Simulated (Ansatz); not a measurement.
Ideal-gas functions of C$_{3}$H$_{4}$BN (`C#CBN=C`) at 600 K and 1 bar, from an Ansatz frequency run at PBE0-D4/def2-TZVP.

Molar mass 64.88 g/mol, point group Cs (symmetry number 1), electronic degeneracy 1, moments of inertia 20.853, 199.543, 216.884 u Å². Harmonic wavenumbers (cm⁻¹, unscaled): 126, 161, 257, 316, 532, 591, 685, 732, 855, 872, 987, 1075, 1183, 1255, 1530, 1976, 2187, 2612, 3035, 3108, 3472.

Use S(trans) = R[1.5 ln M + 2.5 ln T − 1.1517]; rotational temperatures θ = 24.2544 K / I; S(rot) = R[ln(√π/σ · √(T³/θAθBθC)) + 1.5]; for each mode x = 1.438777 ν̃/T, S = R[x/(eˣ − 1) − ln(1 − e⁻ˣ)] and H = RT x/(eˣ − 1); 1 cm⁻¹ = 0.0119627 kJ/mol; R = 8.31446 J/(mol·K).

By hand: the entropy, in J/(mol·K).

Translation 175.4. Rotation: θ = 1.1631, 0.1215, 0.1118 K, giving 114.3. Vibration, mode by mode: 18.30, 16.28, 12.47, 10.82, 6.83, 6.08, 5.06, 4.63, 3.66, 3.55, 2.86, 2.42, 1.97, 1.72, 1.01, 0.42, 0.28, 0.12, 0.05, 0.04, 0.02, in all 98.6. Electronic 0.0. Sum 388.3 J/(mol·K).

By hand: H − E and G − E in kJ/mol, counted from the electronic energy.

Zero-point energy ½ × 27547 × 0.0119627 = 164.8; thermal vibration 31.7; translation, rotation and pV give 4 RT = 20.0. H − E = 216.5 kJ/mol, and G − E = 216.5 − 600 × 388.3/1000 = -16.5 kJ/mol.

Vibration gives 25 % of the entropy, 18.3 J/(mol·K) of it from the mode under 150 cm⁻¹: soft modes count most, and the harmonic formula is weakest for them. The sum counts one conformer and one mirror image; others add a mixing term.
